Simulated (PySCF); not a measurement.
## Potential energy of CsAs along the bond

Set-up: PySCF, scalar-relativistic core potentials, basis sets Cs def2-SVP with ECP46, As def2-SVP. Energies in eV from Cs + As in their ground configurations at the same level. State: ³Σ⁻ (triplet), unpaired electrons π ↑↑.

All columns are PBE. A positive dipole means Cs(−)As(+).

```
R (Å)  E (eV)  μ (D)  Mulliken charge on Cs (basis-dependent)  HOMO (eV)  LUMO (eV)  Mayer bond order  ⟨S²⟩
2.970  -0.840  -6.63                                     0.38      -2.73      -2.55              1.03  2.02
3.109  -1.081  -7.06                                     0.39      -2.73      -2.41              1.01  2.03
3.247  -1.213  -7.42                                     0.39      -2.73      -2.29              0.99  2.03
3.350  -1.261  -7.66                                     0.39      -2.72      -2.22              0.98  2.04
3.454  -1.276  -7.86                                     0.39      -2.71      -2.15              0.97  2.04
3.558  -1.269  -8.04                                     0.39      -2.70      -2.10              0.96  2.05
3.696  -1.232  -8.23                                     0.39      -2.68      -2.04              0.94  2.07
3.869  -1.160  -8.40                                     0.38      -2.66      -1.98              0.92  2.09
4.076  -1.055  -8.52                                     0.36      -2.65      -1.94              0.88  2.13
4.352  -0.908  -8.54                                     0.34      -2.63      -1.96              0.83  2.21
```

A fit through these points gives, at Re = 3.466 Å, μ = -7.88 D and dμ/dR = -1.80 D/Å; the reduced mass is 47.91 u.

Q: How strong is the fundamental in the double-harmonic approximation, I = 42.26·(dμ/dR)²/μred km/mol?

A: I = 42.26·(-1.80)²/47.91 = 2.86 km/mol at PBE.

⟨S²⟩ of the unrestricted solution departs from its pure value on part of the curve, where spin states mix. Spin–orbit coupling is left out, which matters for elements this heavy, above all for dissociation energies. The state is the lowest determinant that a PBE0 search found; another state may lie lower at other levels.
